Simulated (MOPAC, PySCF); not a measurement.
H$_{4}$S$_{4}$Si, SMILES `S[Si](S)(S)S`, neutral singlet in the gas phase. 

Cartesian coordinates (Å):
SMILES: [Si](S)(S)(S)S
```xyz
9

S     -0.2007     2.1350    -0.0826
Si    -0.0095     0.0196     0.0105
S      1.8593    -0.4642    -0.8806
S      0.0186    -0.8017     1.9714
S     -1.7151    -0.7911    -0.9661
H     -1.4310     2.1577     0.4525
H      1.6119     0.1989    -2.0206
H      1.1713    -0.2103     2.3213
H     -1.3899    -2.0680    -0.7126
```
Charge 0, spin multiplicity 1.

All levels are single points at this geometry (CAM-B3LYP-D3(BJ)/def2-TZVP); Pople sets use spherical d functions. Orbital energies aren't observables, and empty levels follow the basis.

```tsv
level	HOMO (eV)	LUMO (eV)	gap (eV)	dipole (D)	vertical IE, Delta-SCF (eV)
CAM-B3LYP-D3(BJ)/def2-TZVP in PySCF	-8.91	0.68	9.58	0.00	9.67
TPSSh-D3(BJ)/def2-TZVP in PySCF	-6.97	-0.79	6.19	0.00	9.11
B3LYP/3-21G in PySCF	-7.69	-0.75	6.94	0.00	–
HF/STO-3G in PySCF	-7.23	8.79	16.02	0.00	–
AM1 in MOPAC	-10.18	-2.53	7.65	0.00	–
PM3 in MOPAC	-9.93	-2.95	6.98	0.00	–
```
